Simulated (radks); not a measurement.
Species: the tungsten ion W36+. Configuration: [Kr] 4d2 (the NIST ground configuration). Calculated with a radial shooting solver on a logarithmic mesh with Libxc functionals: Dirac Kohn-Sham, LDA (Slater exchange, Perdew-Wang correlation), spin-unpolarised, spherical densities, finite nucleus; open shells fill j = l - 1/2 first; Fermi nuclear charge, rms radius 5.3658 fm. Some entries of the table are withheld. Estimate them.

orbital  occ.  eigenvalue (hartree)  <r^2> (bohr^2)  <1/r> (bohr^-1)
1s1/2       2             -2603.228       0.0004638            86.97
2s1/2       2             -495.5956        0.007065            21.17
2p1/2       2             -476.6505        0.005042            21.15
2p3/2       4             -426.9835        0.006238            17.77
3s1/2       2             -155.7876         0.04529            7.853
3p1/2       2             -147.4480             (1)            7.773
3p3/2       4             -136.4526             (2)            6.903
3d3/2       4             -122.5372         0.03665            6.789
3d5/2       6             -120.1286         0.03833            6.584
4s1/2       2             -69.25002             (3)            3.686
4p1/2       2             -65.68893          0.1861            3.614
4p3/2       4             -62.31735          0.2061            3.324
4d3/2       2             -56.54166          0.1987            3.203
4d5/2       0             -55.82098          0.2043            3.136
5s1/2       0             -38.85705          0.5575            2.098
5p1/2       0             -37.18269          0.5695              (4)
5p3/2       0             -35.75550          0.6156              (5)

Answer. 
(1) 3p1/2 <r^2> (bohr^2): 0.04143
(2) 3p3/2 <r^2> (bohr^2): 0.04762
(3) 4s1/2 <r^2> (bohr^2): 0.1872
(4) 5p1/2 <1/r> (bohr^-1): 2.057
(5) 5p3/2 <1/r> (bohr^-1): 1.933
